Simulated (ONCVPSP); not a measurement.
nickel: excitation energies, all-electron against ONCV

- Element: nickel (Ni)
- Generator: ONCVPSP 4.0.1
- Type: optimised norm-conserving Vanderbilt (ONCV)
- Functional: PBEsol
- Relativity: scalar-relativistic
- Frozen core: [Ne]
- Valence charge: 18
- Reference configuration: 3s2 3p6 3d8 4s1 4p1
- Partial waves: 3s+4s: rc 1.45 bohr, ncon 4, nbas 8, qcut 6.6 1/bohr, 2 projectors; 3p+4p: rc 1.50 bohr, ncon 4, nbas 8, qcut 7.6 1/bohr, 2 projectors; 3d: rc 1.25 bohr, ncon 4, nbas 8, qcut 13.1 1/bohr, 2 projectors, debl 1.5 Ha
- Local potential: polynomial inside 0.85 bohr (lpopt 5, dvloc0 4 Ha)
- Core correction: Teter function, fcfact 5.75, rcfact 1

Energies are relative to the spin-unpolarised reference configuration 3s2 3p6 3d8 4s1 4p1; without spin polarisation the order of configurations can differ from experiment.

```tsv
valence configuration	charge	ΔE all-electron (eV)	error AE − PS (meV)
3s2 3p6 3d8 4s1 4p0	+1	4.707	-0.3
3s2 3p6 3d7 4s2 4p1	0	5.948	+22
```

(1) What are ΔE and the potential's error for 3s2 3p6 3d8 4s0 4p0?

(2) What are ΔE and the potential's error for 3s2 3p6 3d8 4s2 4p0?

Levels in the configuration 3s2 3p6 3d8 4s1 4p0:

```tsv
level	all-electron (eV)	pseudo (eV)
3s	-119.891	-119.881
3p	-80.383	-80.383
3d	-17.955	-17.957
4s	-13.177	-13.176
```

Answers

(1) ΔE = 21.968 eV all-electron; the error (AE − PS) is 0.0 meV.

(2) ΔE = -4.631 eV all-electron; the error (AE − PS) is +0.4 meV.
